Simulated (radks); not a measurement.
Fractional charge and spin in the 5p shell of neodymium: the spin-up occupation runs from 2 to 3 and the spin-down occupation from 2 to 3; the fullest corner is Nd+, [Kr] 4d10 4f(up 2, down 2) 5s2 6s(up 0.5, down 0.5) 5p(up 3, down 3). Calculated with a radial shooting solver on a logarithmic mesh with Libxc functionals: scalar-relativistic Kohn-Sham, PBEsol, spin-polarised, spherical densities, point nucleus. Energy (eV) above the fullest corner. The planes named below are the two flat planes that join the four corners, with an edge along up + down = one added electron.

| down \ up | 2 | 2.25 | 2.5 | 2.75 | 3 |
|---|---|---|---|---|---|
| 2 | 78.456 | 66.071 | 54.417 | 43.486 | 33.267 |
| 2.25 | 66.071 | 54.471 | 43.591 | 33.420 | 23.947 |
| 2.5 | 54.417 | 43.591 | 33.471 | 24.047 | 15.306 |
| 2.75 | 43.486 | 33.420 | 24.047 | 15.355 | 7.329 |
| 3 | 33.267 | 23.947 | 15.306 | 7.329 | 0.000 |

Corners above the fullest one (they belong to Nd2+ and the next ion): (up 3, down 2) 33.267 eV, (up 2, down 3) 33.267 eV, (up 2, down 2) 78.456 eV. With half an added electron in each spin the energy lies 0.204 eV from the planes, and with half an added electron in spin up alone -1.444 eV. The planes are only a guide here: the flat-plane condition holds for ground states with one frontier orbital, while this shell lies below other occupied shells, so the corners above the fullest one are inner-hole states and not the ground states of those ions.
